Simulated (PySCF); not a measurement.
Species: CH11NO2Si3.
Cartesian coordinates in Å at the GFN2-xTB level; atoms count from 1:
```xyz
18
CH11NO2Si3 angstrom
N     -1.409    1.442   -0.058
C     -2.264    0.316   -0.440
Si    -1.321   -1.249   -1.025
O     -0.168   -1.587    0.069
Si     1.097   -1.197    0.998
O      1.919    0.035    0.350
Si     2.366    1.068   -0.815
H     -0.841    1.731   -0.849
H     -0.768    1.150    0.674
H     -2.942    0.677   -1.217
H     -2.887    0.087    0.429
H     -2.156   -2.445   -1.027
H     -0.654   -0.983   -2.303
H      1.954   -2.370    1.000
H      0.597   -0.705    2.274
H      3.821    1.131   -0.718
H      1.924    0.558   -2.115
H      1.724    2.346   -0.503
```

Computed at PBE0/pcSseg-1 (PySCF, non-relativistic), with Q(14N) = 0.02044 b, Q(17O) = −0.0256 b: N1, 14N (I = 1): χzz = -5.255 MHz, η = 0.168; O4, 17O (I = 5/2): χzz = -6.242 MHz, η = 0.150; O6, 17O (I = 5/2): χzz = -6.491 MHz, η = 0.181.

Problem. Where would the pure quadrupole (NQR) lines of 14N at N1 fall for the rigid, isolated species?

Solution. From ν± = (3/4)|χ|(1 ± η/3) and ν0 = |χ|η/2: ν+ 4.161 MHz, ν− 3.721 MHz, ν0 0.440 MHz (primary amine nitrogen).

Problem. Where would the pure quadrupole (NQR) lines of 17O at O4 fall for the rigid, isolated species?

Solution. From the eigenvalues of H = χ/[4I(2I − 1)] × [3Iz² − I(I + 1) + η(Ix² − Iy²)], steps between neighbouring levels, labelled as for η = 0: ±1/2↔±3/2 0.959 MHz, ±3/2↔±5/2 1.864 MHz (siloxane oxygen).

Problem. Find the zero-field quadrupole resonance frequencies of 17O at O6.

Solution. From the eigenvalues of H = χ/[4I(2I − 1)] × [3Iz² − I(I + 1) + η(Ix² − Iy²)], steps between neighbouring levels, labelled as for η = 0: ±1/2↔±3/2 1.008 MHz, ±3/2↔±5/2 1.935 MHz (siloxane oxygen).

In a crystal, neighbours and librations shift these lines. GFN2-xTB bond lengths can be off by several hundredths of an ångström, more for odd bonds, and the gradients follow them. The basis is small and wasn't made for field gradients, so the couplings can be 20 % off.

One conformer stands for the species.
